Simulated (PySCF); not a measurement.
These are PBE-D3(BJ)/def2-TZVP // PBE-D3(BJ)/def2-SVP run with PySCF 2.14.0 values and carry that method's errors. All species are isolated molecules in the gas phase. 

Reference species: [Au(CO)(H)] (neutral, multiplicity 1).

```json
{
  "coordination_number": "2",
  "charge on the central atom (Mulliken)": "0.09 e",
  "HOMO": "-6.82 eV",
  "LUMO": "-3.19 eV"
}
```

Changed species: [Au(CNH)(H)] (L = CNH, X = H; the reference has L = CO, X = H).

Task: What does the change do to the coordination number, charge on the central atom (Mulliken), HOMO and LUMO?

Result: the coordination number hardly moves; the charge on the central atom (Mulliken) decreases by 0.06 e, to 0.03 e; the HOMO goes up by 0.74 eV, to -6.08 eV; the LUMO goes up by 0.97 eV, to -2.22 eV.
